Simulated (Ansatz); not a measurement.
Relaxation of AlCl2H5O2Si (11 atoms, charge 0, multiplicity 1), to a largest force component of 0.03 eV/Å in at most 50 steps.

Computed with Ansatz 0.2.0, RKS PBE0-D4/def2-SVP.

```xyz
11
Properties=species:S:1:pos:R:3:forces:R:3
Al 0.314 0.496 -0.253 0.05 0.38 1.39
O -0.575 -0.602 2.343 0.36 1.06 -0.50
H -1.539 -0.587 2.318 -0.04 -0.05 -0.01
Cl 1.807 -0.692 -1.095 -0.04 0.08 0.05
Cl -1.607 0.487 -1.063 0.01 0.04 0.01
O 0.685 1.661 0.999 -0.12 -0.63 -0.84
Si 1.894 2.614 1.634 -0.06 -0.14 -0.04
H 3.110 1.788 1.905 0.00 0.03 0.01
H 2.257 3.709 0.686 -0.01 0.02 -0.02
H 1.405 3.209 2.911 -0.01 0.00 0.00
H -0.340 0.349 2.455 -0.13 -0.80 -0.06
```

Q: Where does it end, and by what steps?

A: The run converged. The force dipped under the threshold on the way, but the program's further checks kept it going. After 17 steps the energy has fallen by 0.987 eV; H3 moved furthest, 0.68 Å. Joined: Al1–O2 (2.96 → 1.96 Å).

| step | energy less start (eV) | largest force component (eV/Å) | accepted |
| --- | --- | --- | --- |
| 0 | 0.0000 | 1.390 | yes |
| 1 | -0.2309 | 1.447 | yes |
| 2 | -0.5506 | 1.737 | yes |
| 3 | -0.7968 | 1.589 | yes |
| 4 | -0.9149 | 0.538 | yes |
| 5 | -0.9407 | 0.275 | yes |
| 6 | -0.9639 | 0.110 | yes |
| 7 | -0.9698 | 0.183 | yes |
| 8 | -0.9737 | 0.171 | yes |
| 9 | -0.9768 | 0.069 | yes |
| 10 | -0.9797 | 0.072 | yes |
| 11 | -0.9810 | 0.249 | yes |
| 12 | -0.9827 | 0.141 | yes |
| 13 | -0.9841 | 0.124 | yes |
| 14 | -0.9859 | 0.060 | yes |
| 15 | -0.9867 | 0.051 | yes |
| 16 | -0.9872 | 0.013 | yes |
| 17 | -0.9874 | 0.021 | yes |

```xyz
11
Properties=species:S:1:pos:R:3
Al 0.250 0.314 0.268
O -0.633 -0.603 1.754
H -1.596 -0.616 1.638
Cl 1.537 -1.075 -0.647
Cl -1.512 0.835 -0.795
O 0.934 1.500 1.298
Si 1.974 2.741 1.612
H 3.371 2.234 1.781
H 1.959 3.753 0.512
H 1.561 3.411 2.884
H -0.437 -0.063 2.536
```

Whether the end is a true minimum wasn't checked by a vibrational analysis.

Run time: 43 s on 4 threads of Arm Neoverse V2, with other jobs on the host, peak memory 0.34 GiB.
